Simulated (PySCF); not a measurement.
Compound: C2H10N2OSi2.
Atom-mapped SMILES: `[CH3:1][C:2](=[O:3])[NH:4][SiH2:5][SiH2:6][NH2:7]` (hydrogens: H8, H9, H10 on C1; H11 on N4; H12, H13 on Si5; H14, H15 on Si6; H16, H17 on N7)

Geometry (GFN2-xTB, Å), atoms numbered from 1 in this order:
```
atom  x, y, z in Å
C1    -2.6200    0.8122    0.2349
C2    -1.3823    0.0589   -0.1889
O3    -0.9172    0.1089   -1.3161
N4    -0.7770   -0.6965    0.7378
Si5    0.6698   -1.5620    0.1978
Si6    2.3818   -0.1713   -0.4706
N7     1.7352    1.3518   -0.9393
H8    -3.0058    1.3873   -0.6021
H9    -2.3788    1.4849    1.0561
H10   -3.3805    0.1103    0.5720
H11   -1.1630   -0.7270    1.6667
H12    0.9463   -2.3069    1.4389
H13    0.1661   -2.5410   -0.7709
H14    3.3316    0.1656    0.6030
H15    3.1867   -0.8605   -1.5026
H16    0.8582    1.3372   -1.4396
H17    2.3420    2.0602   -1.3207
```

Method: PySCF, TDDFT B3LYP/def2-SVPD, vertical, gas phase, core orbitals frozen in the response.

Ground-to-excited transition dipoles (e·a0, same axes as the geometry; the sign carries no meaning), for the states with f of 0.002 or more among the lowest 7:

```
state  E (hartree)      μx      μy      μz
   S1       0.1957  -0.057  -0.048  -0.110
   S2       0.2084   0.152  -0.100  -0.045
   S3       0.2185  -0.208   0.143  -0.078
   S4       0.2199  -0.236   0.095   0.033
   S5       0.2276   0.343  -0.206  -0.002
   S6       0.2306  -0.029   0.215   0.013
   S7       0.2439   0.628  -0.323   0.185
```

What oscillator strength does each state have?

f = (2/3) ΔE |μ|² with ΔE in hartree (27.2114 eV).

```json
{"state": "S1", "|μ|² (au)": "0.018", "|μ| (D)": "0.34", "f": "0.002"}
{"state": "S2", "|μ|² (au)": "0.035", "|μ| (D)": "0.48", "f": "0.005"}
{"state": "S3", "|μ|² (au)": "0.070", "|μ| (D)": "0.67", "f": "0.010"}
{"state": "S4", "|μ|² (au)": "0.066", "|μ| (D)": "0.65", "f": "0.010"}
{"state": "S5", "|μ|² (au)": "0.160", "|μ| (D)": "1.02", "f": "0.024"}
{"state": "S6", "|μ|² (au)": "0.047", "|μ| (D)": "0.55", "f": "0.007"}
{"state": "S7", "|μ|² (au)": "0.532", "|μ| (D)": "1.85", "f": "0.087"}
```

What angle do the transition dipoles of S3 and S5 make?

|cos θ| = |μa·μb| / (|μa| |μb|) = 0.95, so θ ≈ 18° (taken between 0 and 90°, since the signs are arbitrary).

How is the summed strength of these states shared among x, y and z?

(2/3) Σ ΔE μα² gives 0.100 for x, 0.036 for y and 0.008 for z, 0.145 in all.

What peak molar absorption coefficient would the strongest computed level give as a lone Gaussian band 0.4 eV wide at half height?

ε(max) = 2.175×10⁸ f / FWHM, with the width in cm⁻¹. S7: 2.175×10⁸ × 0.0866 / 3226 ≈ 5800 L mol⁻¹ cm⁻¹.

One conformer stands for the species.
